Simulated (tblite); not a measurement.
C$_{4}$H$_{11}$In, charge -1, doublet, at the geometry of the source list (GFN-xTB shapes and energies of metal compounds can be far from the true ones) (a state made from the parent by changing its charge; the spin is typed, not shown lowest); tblite 0.6.0 with GFN1-xTB with ALPB(water).

tblite was given this input:
```
$ tblite run mol.xyz --method gfn1 --charge -1 --spin 1 --alpb water --json tblite.json --no-restart

# file mol.xyz
16

In     0.03330000     0.54080000     0.40290000
C      1.56490000     1.73040000    -0.73980000
H      2.54730000     1.26800000    -0.64990000
H      1.61210000     2.74540000    -0.34740000
H      1.29910000     1.77500000    -1.79570000
C     -1.47530000     1.59630000     1.69950000
H     -2.29370000     0.92340000     1.95220000
H     -1.87420000     2.46290000     1.17270000
H     -1.00200000     1.93730000     2.61980000
C     -0.00770000    -1.72390000     0.22710000
C     -0.09270000    -2.17200000    -1.22770000
H     -0.86620000    -2.09640000     0.79260000
H      0.89640000    -2.12900000     0.69020000
H      0.75630000    -1.79150000    -1.79940000
H     -1.00820000    -1.80430000    -1.69480000
H     -0.08920000    -3.26230000    -1.30220000
```

It wrote (shortened):

```
xTB calculator
 | screened Coulomb repulsion
 | Coulomb electrostatics
 |  * isotropic Klopman-Ohno-Mataga-Nishimoto electrostatics
 |  * onsite third-order electrostatics
 | DFT-D3(BJ) dispersion correction
 | Interactions (3)
 | [1] alpb/gbsa reaction field model
 | [2] cds contribution to solvation
 | [3] empirical free energy shift and standard state/solvent correction

halogen bonding energy    0.0000000000000E+00 Eh
repulsion energy          2.0643877037708E-01 Eh
dispersion energy        -4.7306932954311E-03 Eh
interaction energy        7.1057133268550E-04 Eh
number of electrons       3.1000000000000E+01 e
integral cutoff           4.0000000000000E+01 bohr

------------------------------------------------------------
  cycle        total energy    energy error   density error
------------------------------------------------------------
      1     -16.03091196366  -1.6233331E+01   5.5081563E-01
      2     -16.03714862041  -6.2366567E-03   3.2408700E-01
      3     -16.03742086192  -2.7224151E-04   1.7102602E-02
      4     -16.03756818644  -1.4732452E-04   2.4560220E-03
      5     -16.03757468399  -6.4975474E-06   4.7581578E-04
      6     -16.03757477209  -8.8101203E-08   1.0741610E-04
      7     -16.03757477482  -2.7276705E-09   2.1067768E-05
      8     -16.03757477487  -5.2441607E-11   2.9648221E-06
------------------------------------------------------------

electronic energy        -1.6239993423284E+01 Eh
total energy             -1.6037574774870E+01 Eh

Post processing:
 | Mayer-Wiberg bond orders

[Info] JSON dump of results written to 'tblite.json'
```
